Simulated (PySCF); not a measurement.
Level of theory: PBE-D3(BJ)/def2-TZVP // B3LYP-D3(BJ)/def2-SVP in PySCF. All species are isolated molecules in the gas phase. One relaxed conformer stands for a flexible species; it need not be the lowest. 

Reference species (SMILES): `C1([SiH2]C=CC=1C(F)(F)F)C=O` (O–C–C–Si torsion 0°) (neutral, multiplicity 1).

```json
{
 "LUMO": "-3.91 eV",
 "HOMO–LUMO gap": "2.22 eV"
}
```

Changed species: `O=C[Si]1(C(F)(F)F)C=CC=C1` (O–C–Si–C torsion 175°).

**Question.** What does the change do to the LUMO and HOMO–LUMO gap?

**Answer.** the LUMO increases by 0.73 eV, to -3.18 eV; the HOMO–LUMO gap rises by 0.46 eV, to 2.68 eV.
